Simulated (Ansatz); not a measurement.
The cluster Ba₂Te, relaxed as a triplet with UKS r2SCAN-D4/def2-TZVP in Ansatz, starting from the r2SCAN-D4/def2-TZVP geometry of the neutral singlet. Force threshold 0.02 eV/Å.

In the def2 sets Ba, Te take a core potential; there is no spin–orbit coupling. The relaxation made no stability test and no search for a lower SCF solution. At r2SCAN-D4/def2-TZVP a singlet of charge 0 lies 0.20 eV below the triplet, each at its own geometry. That singlet is doubtful there (restricted singlet, unstable towards broken spin symmetry). The structure comes from a short search, and lower isomers may exist.

Start:

Cartesian coordinates in Å:
```
Ba -1.1879 1.7112 -0.6273
Ba -0.0582 -2.1604 -0.2486
Te 1.2461 0.4491 0.8758
```

```csv
step,energy (eV),largest force component (eV/Å),SCF passes
1,-8685.5670,0.220,56
2,-8685.6376,0.215,53
3,-8685.6852,0.237,40
4,-8685.7097,0.031,36
5,-8685.7108,0.012,27
6,-8685.7111,0.001,30
```

Force components are those of the run's own axes.

End:

```xyz
3

Ba   -1.172    2.352   -0.554
Ba    0.293   -2.669   -0.063
Te    0.878    0.317    0.617
```

By distances, no bond broke or formed, bridged metal pairs apart. The bond that changes most is Ba1–Te3, from 3.13 to 3.12 Å (atoms count from 1). Metal–metal contacts that move far: Ba1–Ba2 4.05 to 5.25 Å.

The force fell under the threshold at step 5, but the optimiser went on. No frequencies were taken in this run, so the end may be a saddle point.

Hardware: 4 threads of Arm Neoverse V1 on a shared host. Wall time 31 s.
